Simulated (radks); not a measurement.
Task: The mean radii <r> (bohr) of the occupied orbitals of an atom or ion are listed with their occupations. All-electron calculation, scalar-relativistic Kohn-Sham, BLYP, spin-polarised, spherical densities, finite nucleus; Fermi nuclear charge, rms radius of each element as measured or else 0.836 A^(1/3) + 0.57 fm. Program: a radial shooting solver on a logarithmic mesh with Libxc functionals.

orbital  occ.      <r>
1s down     1  0.08477
1s up       1  0.08475
3d up       1   0.6539

Name the element and its charge. Open shells, if any, are filled with parallel spins first.

Result: Z = 18, argon, charge +15: Ar15+ in [He] 3d1. The 1s radius gives Z: for a bare nucleus <r> = (2 gamma + 1)/(2Z) with gamma = sqrt(1 - (Z/c)^2), 0.08285 bohr for Z = 18, and screening makes it slightly larger (0.08477 here). The occupations add up to 3, and the charge is Z minus that.
